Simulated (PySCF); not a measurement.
# Cu²⁴⁺: fine-structure interval

Cu²⁴⁺ [He] 2s2 2p1 [2p1/2^1, M_J = 1/2] → Cu²⁴⁺ [He] 2s2 2p1 [2p3/2^1, M_J = 3/2], as a difference of total energies. Computed with PySCF 2.14 in an even-tempered Gaussian basis (17 s from 7.2 bohr⁻², ratio 2.4; 11 p from 9.4 bohr⁻², ratio 2.4; 5 d from 32 bohr⁻², ratio 2.6; 4 f from 48 bohr⁻², ratio 2.6), with the two-component X2C-1e Hamiltonian. Correlated levels: nothing frozen; the 28 highest virtual spinors dropped. "Screened" scales the spin-orbit matrix elements by Boettger's factors to mimic the two-electron term; Breit and QED terms are absent.

```json
{"method": "GHF (screened spin-orbit)", "fine-structure interval (cm⁻¹)": "199740"}
{"method": "GMP2 (screened spin-orbit)", "fine-structure interval (cm⁻¹)": "197780"}
{"method": "GHF (bare spin-orbit)", "fine-structure interval (cm⁻¹)": "214700"}
```
